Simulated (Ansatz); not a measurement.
The same atomization along the group As, Sb, Bi.

Gas-phase electronic energies from Ansatz, PBE0-D4/def2-TZVP geometries. CBS: MP2 limit from def2 TZ/QZ plus the TZ coupled-cluster correction, frozen cores. For atomizations the MP2-based limit and the directly extrapolated one differ by several kJ/mol either way, and by 10 to 25 for some Ge, Se and Sn compounds, so smaller differences from it don't rank the levels. Functionals use def2-TZVPP. B3LYP here is the variant with VWN-RPA as its local correlation; programs differ in this. Open shells (•) are unrestricted, without spin–orbit coupling. Spin–orbit coupling would lower the free atoms: clearly for Br; strongly for Bi. Elements past krypton have def2 core potentials. For As, Bi, Br, Sb outer-core shells are correlated without core-valence functions, so the limit isn't a true one: a few kJ/mol of doubt a bond, and 10 to 20 or more in all where bonds break to atoms. Scalar relativity is left out up to krypton.

```json
{"reaction": "`Br[As](Br)Br` → As• + 3 Br•", "r2SCAN-D4 (kcal/mol)": "199.5", "B3LYP-D4 (kcal/mol)": "193.0", "CCSD(T)/CBS(def2) (kcal/mol)": "193.8"}
{"reaction": "`[Br][Sb]([Br])[Br]` → Sb• + 3 Br•", "r2SCAN-D4 (kcal/mol)": "204.9", "B3LYP-D4 (kcal/mol)": "200.1", "CCSD(T)/CBS(def2) (kcal/mol)": "206.4"}
{"reaction": "`[Br][Bi]([Br])[Br]` → Bi• + 3 Br•", "r2SCAN-D4 (kcal/mol)": "200.7", "B3LYP-D4 (kcal/mol)": "197.4", "CCSD(T)/CBS(def2) (kcal/mol)": "200.7"}
```

Largest T1 diagnostic: 0.010, for `[Br][Sb]([Br])[Br]`.
